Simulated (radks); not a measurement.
Results of a calculation; reference values are marked as such.
All-electron atom: Ar2+ in [Ne] 3p6 (not the ground configuration). Code: a radial shooting solver on a logarithmic mesh with Libxc functionals. Model: scalar-relativistic Kohn-Sham, PBEsol, spin-polarised, spherical densities, finite nucleus; Fermi nuclear charge, rms radius 3.4274 fm.

Normalised radial functions P(r) = r R(r), r in bohr:

r             1s      2p       3p
0.005056  0.7025  0.0048   0.0016
0.005701  0.7822  0.0060   0.0020
0.006428  0.8695  0.0076   0.0025
0.007247  0.9650  0.0095   0.0032
0.008106  1.0618  0.0117   0.0039
0.00914   1.1740  0.0147   0.0049
0.01031   1.2949  0.0185   0.0062
0.01162   1.4244  0.0231   0.0078
0.0131    1.5622  0.0290   0.0097
0.01477   1.7076  0.0362   0.0121
0.01652   1.8492  0.0445   0.0149
0.01863   2.0057  0.0554   0.0186
0.021     2.1650  0.0688   0.0231
0.02368   2.3244  0.0852   0.0286
0.0267    2.4806  0.1053   0.0353
0.0301    2.6292  0.1298   0.0435
0.03367   2.7570  0.1572   0.0526
0.03796   2.8768  0.1922   0.0643
0.0428    2.9733  0.2341   0.0783
0.04826   3.0399  0.2836   0.0948
0.05441   3.0707  0.3418   0.1140
0.06086   3.0620  0.4045   0.1348
0.06862   3.0082  0.4813   0.1600
0.07737   2.9055  0.5684   0.1885
0.08724   2.7532  0.6655   0.2199
0.09836   2.5536  0.7719   0.2539
0.1109    2.3122  0.8862   0.2897
0.124     2.0571  0.9976   0.3237
0.1399    1.7631  1.1188   0.3592
0.1577    1.4612  1.2375   0.3916
0.1778    1.1664  1.3481   0.4184
0.2005    0.8928  1.4440   0.4362
0.226     0.6518  1.5182   0.4417
0.2528    0.4634  1.5618   0.4324
0.285     0.3037  1.5757   0.4037
0.3214    0.1863  1.5512   0.3528
0.3624    0.1062  1.4868   0.2779
0.4086    0.0557  1.3838   0.1786
0.457     0.0281  1.2570   0.0653
0.5152    0.0122  1.0958  -0.0746
0.5809    0.0047  0.9187  -0.2276
0.655     0.0016  0.7377  -0.3854
0.7385    0.0005  0.5650  -0.5381
0.8327    0.0001  0.4111  -0.6752
0.9314    0.0000  0.2902  -0.7796
1.05      0.0000  0.1879  -0.8567
1.184     0.0000  0.1133  -0.8913
1.335     0.0000  0.0631  -0.8808
1.505     0.0000  0.0322  -0.8278
1.697     0.0000  0.0149  -0.7394
1.898     0.0000  0.0065  -0.6345
2.14      0.0000  0.0024  -0.5103
2.413     0.0000  0.0008  -0.3868
2.721     0.0000  0.0002  -0.2752
3.068     0.0000  0.0000  -0.1830
3.459     0.0000  0.0000  -0.1129
3.869     0.0000  0.0000  -0.0667
4.362     0.0000  0.0000  -0.0345
4.918     0.0000  0.0000  -0.0161

1s: eigenvalue -3148.6 eV, 0 radial nodes, <r> = 0.0858 bohr, 90 % of the charge inside 0.153 bohr. 2p: eigenvalue -261.94 eV, 0 radial nodes, <r> = 0.376 bohr, 90 % of the charge inside 0.623 bohr. 3p: eigenvalue -36.397 eV, 1 radial node at r = 0.484 bohr, <r> = 1.45 bohr, 90 % of the charge inside 2.22 bohr.
